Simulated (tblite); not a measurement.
C₆H₁₂O₂S.
Geometry (GFN2-xTB, Å), atoms numbered from 1 in this order:
```
atom  x, y, z in Å
C1     1.3808   -0.6555    0.8846
C2     0.8995   -0.1433   -0.4713
C3     0.9094    1.3950   -0.5194
C4    -0.1639    1.9093    0.4197
S5    -1.4763    0.6343    0.2863
O6    -1.7357    0.0764    1.5874
O7    -2.6052    1.1566   -0.4357
C8    -0.5382   -0.5542   -0.7581
C9    -0.9420   -1.9703   -0.4184
H10    1.5423   -1.7297    0.8527
H11    2.3235   -0.1815    1.1498
H12    0.6482   -0.4413    1.6575
H13    1.5641   -0.5264   -1.2538
H14    0.6886    1.7208   -1.5383
H15    1.8938    1.7788   -0.2469
H16    0.1546    1.9382    1.4564
H17   -0.5824    2.8644    0.1237
H18   -0.8133   -0.2975   -1.7813
H19   -1.9516   -2.1584   -0.7759
H20   -0.2682   -2.6908   -0.8789
H21   -0.9369   -2.1079    0.6594
```

Calculated harmonic vibrations of the isolated species, GFN2-xTB (tblite), most abundant isotopes, no scaling. Errors from tens to a few hundred cm⁻¹ against measured bands are possible. One conformer, not necessarily the lowest.

Harmonic wavenumbers (cm⁻¹): 82.3, 158.6, 173.9, 206.7, 243.6, 254.3, 287.9, 315.0, 355.6, 370.4, 424.7, 474.8, 537.9, 592.6, 647.7, 726.4, 814.7, 842.5, 909.1, 953.9, 993.0, 1019.0, 1028.5, 1041.8, 1077.2, 1089.7, 1120.2, 1133.4, 1159.3, 1185.5, 1192.2, 1229.4, 1248.9, 1273.8, 1304.8, 1322.1, 1338.1, 1405.2, 1418.3, 1432.2, 1472.8, 1481.1, 1488.2, 1500.5, 1513.9, 2926.5, 2974.1, 2978.7, 2988.9, 3019.2, 3035.3, 3043.2, 3044.9, 3052.6, 3055.3, 3057.0, 3065.1.

A = 1930, B = 1485, C = 1171 MHz; mass 148.056 u (most abundant isotopes); point group C1, symmetry number 1.

What is the zero-point energy?

Half the sum of the wavenumbers: 38541 cm⁻¹ = 461.06 kJ/mol.

Entropy at 298.15 K, 1 bar (ideal gas, RRHO, classical rotation)?

Translation 171.18, rotation 121.13, vibration 101.67: S = 394.0 J/(mol K).

And Cp and H(298.15 K) − H(0)?

Cp = 163.43 J/(mol K), of which vibrations give 130.17 (their classical limit is 57 R = 473.9); H(298.15 K) − H(0) = 27.85 kJ/mol without the zero-point energy, 17.94 from vibrations.

How do the functions run with temperature in this model?

```json
{"T (K)": "100", "S (J/(mol K))": "274.9", "Cp (J/(mol K))": "69.9", "H − H(0) (kJ/mol)": "4.63", "G − H(0) (kJ/mol)": "-22.86", "ln q(vib)": "0.71"}
{"T (K)": "200", "S (J/(mol K))": "338.6", "Cp (J/(mol K))": "117.6", "H − H(0) (kJ/mol)": "14.09", "G − H(0) (kJ/mol)": "-53.63", "ln q(vib)": "2.69"}
{"T (K)": "300", "S (J/(mol K))": "395.0", "Cp (J/(mol K))": "164.3", "H − H(0) (kJ/mol)": "28.16", "G − H(0) (kJ/mol)": "-90.34", "ln q(vib)": "5.04"}
{"T (K)": "500", "S (J/(mol K))": "500.4", "Cp (J/(mol K))": "252.3", "H − H(0) (kJ/mol)": "70.19", "G − H(0) (kJ/mol)": "-180.03", "ln q(vib)": "10.08"}
{"T (K)": "800", "S (J/(mol K))": "639.5", "Cp (J/(mol K))": "338.5", "H − H(0) (kJ/mol)": "159.99", "G − H(0) (kJ/mol)": "-351.64", "ln q(vib)": "17.76"}
{"T (K)": "1000", "S (J/(mol K))": "719.3", "Cp (J/(mol K))": "375.8", "H − H(0) (kJ/mol)": "231.62", "G − H(0) (kJ/mol)": "-487.68", "ln q(vib)": "22.66"}
```

q(vib) and H(0) count from the zero-point level.

What must be added to the electronic energy to get the Gibbs energy at 298.15 K and 1 bar?

ZPE + [H(298.15 K) − H(0)] − T·S = 461.06 + 27.85 − 117.47 = 371.44 kJ/mol.

Blend soft modes into free rotors: weight 1/[1 + (100 cm⁻¹/ν̃)⁴] for the oscillator and the rest for a rotor with moment μB/(μ + B), μ = h/(8π²ν), B = 10⁻⁴⁴ kg m². What vibrational entropy results?

99.42 J/(mol K) in place of 101.67, which changes −T·S at 298.15 K by +0.67 kJ/mol.

Hindered rotation and anharmonicity are outside this model. Other conformers, if any are populated, would add a mixing term that is left out. The structure is chiral; the term R ln 2 for an equal mix with its mirror image is left out.
